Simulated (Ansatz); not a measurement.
`[SiH3]N[SiH3]` + `C=C(C)[SiH3]` → `C=C(C)[SiH2][SiH3]` + `N[SiH3]` at 500 K and 1 bar (formal exchange of groups at the Si–N bond).

Computed with Ansatz on PBE0-D4/def2-TZVP structures; ΔE is electronic, products minus reactants. CCSD(T)/CBS adds triple-zeta CCSD(T) − MP2 to the extrapolated MP2 energy (def2 sets, frozen cores). This one scheme is used for every species. Each species was taken in one conformer, which may not be the lowest.

```
             species  CCSD(T)/CBS energy (Eh)  H − E (kJ/mol)  S (J/(mol·K))
     `[SiH3]N[SiH3]`               -637.10515           216.0          394.7
      `C=C(C)[SiH3]`               -408.02495           292.9          381.5
`C=C(C)[SiH2][SiH3]`               -698.30589           353.7          468.3
           `N[SiH3]`               -346.80422           161.3          303.9
```

H − E and S are ideal-gas, rigid-rotor, harmonic terms from PBE0-D4/def2-TZVP, for one conformer and one mirror image of each species. 1 Eh = 2625.50 kJ/mol, R = 8.31446 J/(mol·K).

Task: By hand: ΔE, ΔH, ΔS and ΔG.

Result: ΔE = (-698.30589) + (-346.80422) − (-637.10515) − (-408.02495) = 0.01999 Eh = 52.5 kJ/mol. Δ(H − E) = 353.7 + 161.3 − 216.0 − 292.9 = 6.1, so ΔH = 58.6 kJ/mol. ΔS = 468.3 + 303.9 − 394.7 − 381.5 = -4.0 J/(mol·K). ΔG = 58.6 − 500 × (-4.0)/1000 = 60.6 kJ/mol.

Task: By hand: the equilibrium constant, and the temperature at which ΔG would vanish if ΔH and ΔS stayed fixed.

Result: log₁₀ K = −ΔG/(RT ln 10) = -6.3. ΔH and −TΔS have one sign here, so there is no such temperature.

The number of gas molecules stays the same, so ΔS is small and ΔH decides. A doubt of 5 kJ/mol in ΔE shifts log₁₀ K by 0.5 here. Other conformers and mirror images would add mixing entropy, several J/(mol·K) or more a flexible species. Modes under 60 cm⁻¹, often nearly free rotors, make the harmonic entropy too high. These are equilibria of isolated gas molecules and say nothing of rates. Largest T1 diagnostic: 0.012 (customary marks: 0.02 for closed shells, 0.045 for open ones).

ΔS is within the doubt of such terms, so its sign, and with it that verdict, could turn.
